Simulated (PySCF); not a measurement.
```xyz
4

O      1.2514    -0.4149     0.7431
C      0.5246     0.4599     0.4331
O     -0.7295     0.4386     0.0351
H     -1.0465    -0.4837     0.0164
```

Charge 0, multiplicity 2.

**Question.** Give the Mulliken and meta-Löwdin atomic charges from PBE0-D4/def2-TZVP (PySCF).

**Answer.** 
```json
[
 {"atom": "O1", "Mulliken (e)": "-0.20", "meta-Löwdin (e)": "-0.34"},
 {"atom": "C2", "Mulliken (e)": "0.20", "meta-Löwdin (e)": "0.40"},
 {"atom": "O3", "Mulliken (e)": "-0.32", "meta-Löwdin (e)": "-0.41"},
 {"atom": "H4", "Mulliken (e)": "0.32", "meta-Löwdin (e)": "0.35"}
]
```
